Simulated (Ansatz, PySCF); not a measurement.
CH11NOSi3, SMILES O[SiH2]C[SiH2]N[SiH3]. Atoms are numbered in the order given.

```xyz
17

O      1.1056    -0.5874     1.5561
Si     2.0762     0.2877     0.5161
C      1.0048     1.0470    -0.8465
Si    -0.2307    -0.1681    -1.5685
N     -1.1784    -0.8569    -0.2354
Si    -2.2625     0.0421     0.8253
H      0.3285    -0.9601     1.0867
H      3.1123    -0.5662    -0.1371
H      2.7672     1.3347     1.3130
H      1.6440     1.4310    -1.6629
H      0.4526     1.9130    -0.4389
H      0.4572    -1.3205    -2.2126
H     -1.0945     0.4919    -2.5918
H     -1.4692    -1.8230    -0.4034
H     -2.3327    -0.6268     2.1506
H     -1.7014     1.4099     0.9597
H     -3.6466     0.1442     0.2793
```

Geometry: TPSSh-D3(BJ)/def2-SVP. This is a generated structure with no PubChem entry under its InChIKey; it may be hypothetical. One conformer was computed; it need not be the lowest.

Two levels are set side by side: PBE-D3(BJ)/def2-SVP (Ansatz, an electronic-structure program) and TPSSh-D3(BJ)/def2-SVP (PySCF). Each level has its own optimised geometry; the coordinates shown are those of the second. Frequencies come from the Hessian of PySCF at each geometry. Differences are taken from unrounded values.

```json
[
 {"quantity": "mean bond length (Å)", "TPSSh-D3(BJ)": "1.476"},
 {"quantity": "bond O1–Si2 (Å)", "TPSSh-D3(BJ)": "1.670"},
 {"quantity": "bond Si2–C3 (Å)", "TPSSh-D3(BJ)": "1.892"},
 {"quantity": "bond C3–Si4 (Å)", "TPSSh-D3(BJ)": "1.877"},
 {"quantity": "bond Si4–N5 (Å)", "TPSSh-D3(BJ)": "1.775"},
 {"quantity": "bond N5–Si6 (Å)", "TPSSh-D3(BJ)": "1.763"},
 {"quantity": "bond O1–H7 (Å)", "TPSSh-D3(BJ)": "0.981"},
 {"quantity": "bond Si2–H8 (Å)", "TPSSh-D3(BJ)": "1.493"},
 {"quantity": "bond Si2–H9 (Å)", "TPSSh-D3(BJ)": "1.486"},
 {"quantity": "bond C3–H10 (Å)", "TPSSh-D3(BJ)": "1.106"},
 {"quantity": "bond C3–H11 (Å)", "TPSSh-D3(BJ)": "1.105"},
 {"quantity": "bond Si4–H12 (Å)", "TPSSh-D3(BJ)": "1.489"},
 {"quantity": "bond Si4–H13 (Å)", "TPSSh-D3(BJ)": "1.493"},
 {"quantity": "bond N5–H14 (Å)", "TPSSh-D3(BJ)": "1.023"},
 {"quantity": "bond Si6–H15 (Å)", "TPSSh-D3(BJ)": "1.486"},
 {"quantity": "bond Si6–H16 (Å)", "TPSSh-D3(BJ)": "1.484"},
 {"quantity": "bond Si6–H17 (Å)", "TPSSh-D3(BJ)": "1.491"},
 {"quantity": "highest harmonic wavenumber (cm⁻¹)", "TPSSh-D3(BJ)": "3558"},
 {"quantity": "mean harmonic wavenumber (cm⁻¹)", "TPSSh-D3(BJ)": "1161"},
 {"quantity": "zero-point energy (kcal/mol)", "TPSSh-D3(BJ)": "74.69"}
]
```

### Question
What does PBE-D3(BJ) give, and how far is it from TPSSh-D3(BJ)? (An estimate is asked for; the answer gives what the named calculation found.)

### Answer

```json
[
 {"quantity": "mean bond length (Å)", "PBE-D3(BJ)": "1.487", "PBE-D3(BJ) minus TPSSh-D3(BJ)": "0.012"},
 {"quantity": "bond O1–Si2 (Å)", "PBE-D3(BJ)": "1.680", "PBE-D3(BJ) minus TPSSh-D3(BJ)": "0.009"},
 {"quantity": "bond Si2–C3 (Å)", "PBE-D3(BJ)": "1.900", "PBE-D3(BJ) minus TPSSh-D3(BJ)": "0.008"},
 {"quantity": "bond C3–Si4 (Å)", "PBE-D3(BJ)": "1.882", "PBE-D3(BJ) minus TPSSh-D3(BJ)": "0.004"},
 {"quantity": "bond Si4–N5 (Å)", "PBE-D3(BJ)": "1.786", "PBE-D3(BJ) minus TPSSh-D3(BJ)": "0.011"},
 {"quantity": "bond N5–Si6 (Å)", "PBE-D3(BJ)": "1.773", "PBE-D3(BJ) minus TPSSh-D3(BJ)": "0.010"},
 {"quantity": "bond O1–H7 (Å)", "PBE-D3(BJ)": "0.991", "PBE-D3(BJ) minus TPSSh-D3(BJ)": "0.009"},
 {"quantity": "bond Si2–H8 (Å)", "PBE-D3(BJ)": "1.510", "PBE-D3(BJ) minus TPSSh-D3(BJ)": "0.017"},
 {"quantity": "bond Si2–H9 (Å)", "PBE-D3(BJ)": "1.503", "PBE-D3(BJ) minus TPSSh-D3(BJ)": "0.017"},
 {"quantity": "bond C3–H10 (Å)", "PBE-D3(BJ)": "1.112", "PBE-D3(BJ) minus TPSSh-D3(BJ)": "0.006"},
 {"quantity": "bond C3–H11 (Å)", "PBE-D3(BJ)": "1.111", "PBE-D3(BJ) minus TPSSh-D3(BJ)": "0.006"},
 {"quantity": "bond Si4–H12 (Å)", "PBE-D3(BJ)": "1.505", "PBE-D3(BJ) minus TPSSh-D3(BJ)": "0.016"},
 {"quantity": "bond Si4–H13 (Å)", "PBE-D3(BJ)": "1.510", "PBE-D3(BJ) minus TPSSh-D3(BJ)": "0.017"},
 {"quantity": "bond N5–H14 (Å)", "PBE-D3(BJ)": "1.028", "PBE-D3(BJ) minus TPSSh-D3(BJ)": "0.005"},
 {"quantity": "bond Si6–H15 (Å)", "PBE-D3(BJ)": "1.502", "PBE-D3(BJ) minus TPSSh-D3(BJ)": "0.016"},
 {"quantity": "bond Si6–H16 (Å)", "PBE-D3(BJ)": "1.500", "PBE-D3(BJ) minus TPSSh-D3(BJ)": "0.016"},
 {"quantity": "bond Si6–H17 (Å)", "PBE-D3(BJ)": "1.508", "PBE-D3(BJ) minus TPSSh-D3(BJ)": "0.016"},
 {"quantity": "highest harmonic wavenumber (cm⁻¹)", "PBE-D3(BJ)": "3474", "PBE-D3(BJ) minus TPSSh-D3(BJ)": "-84"},
 {"quantity": "mean harmonic wavenumber (cm⁻¹)", "PBE-D3(BJ)": "1124", "PBE-D3(BJ) minus TPSSh-D3(BJ)": "-37"},
 {"quantity": "zero-point energy (kcal/mol)", "PBE-D3(BJ)": "72.28", "PBE-D3(BJ) minus TPSSh-D3(BJ)": "-2.40"}
]
```

GGA bonds tend to be longer and softer than those of functionals with exact exchange. Differences between two approximate levels are no errors against the true value.
